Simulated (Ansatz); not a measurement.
**Which is lower?**

The two ends of one reaction step of GaH$_{5}$O$_{3}$, singlet (PBE0-D4/def2-TZVP).

A:

```xyz
9
angstrom
Ga 0.3928 -0.4094 0.1248
H -1.5816 1.5366 -0.1069
O -0.7949 -1.6159 0.6585
O 1.1907 0.6312 1.3212
H -1.3189 1.4846 -0.8065
O 0.8296 -0.2957 -1.5933
H -0.9278 -1.6198 1.6091
H 1.8312 1.2316 0.9333
H 0.3788 -0.9432 -2.1402
```

B:

```
9
angstrom
Ga -0.2311 0.4057 0.4925
H -1.2111 1.6096 0.3618
O -0.8305 -1.3190 0.4519
O 1.3697 0.4671 1.3035
H -0.4240 0.3599 -2.2170
O 0.1736 -0.0420 -1.5786
H -0.3618 -1.8883 1.0654
H 1.6737 1.3500 1.5177
H -0.1585 -0.9431 -1.3973
```

Ansatz 0.2.0; basis: def2-TZVPP; cores frozen in the correlated methods. Filled d shells of the heavier atoms are correlated. The def2 sets are not built for correlating such inner shells, so the correlated values are less sure here. B3LYP uses VWN-RPA correlation.

Problem. Which structure is lower at CCSD(T), and by how much? (An estimate is asked for; the value comes from the calculation.)

Solution. By the calculation: B, by 0.268 eV (electronic energy, against the other). By their contacts, A is a complex of GaH₃O₃ ([OH][Ga]([OH])[OH]) + H₂ and B is GaH₅O₃ ([OH][GaH]([OH])[OH2]).

All methods give the same order:

```csv
method,E(B) − E(A) (eV)
SPW92,-0.569
PBE-D4,-0.297
BLYP-D4,-0.198
r2SCAN-D4,-0.305
B97M-V,-0.385
PBE0-D4,-0.354
B3LYP-D4,-0.267
r2SCAN0-D4,-0.354
BHLYP-D4,-0.329
CAM-B3LYP-D4,-0.330
wB97X-V,-0.298
wB97M-V,-0.343
B2PLYP,-0.236
PBE-QIDH,-0.324
RPA on PBE,-0.236
HF,-0.247
MP2,-0.207
CCSD,-0.280
CCSD(T),-0.268
```

No T1 diagnostic of these runs exceeds 0.014.

Labels in which every atom is bracketed show which atoms are joined, not bond orders.

For scale, one of the runs: CCSD(T)/def2-TZVPP, 211 basis functions, launched by `ansatz run in.yaml --threads 4 --pin off --events-out ev --progress --plain --max-ram 9574MiB`. The run took 2.3 min on 4 CPU threads of an Intel Xeon (shared host), with 3.1 GiB of host memory at its peak.
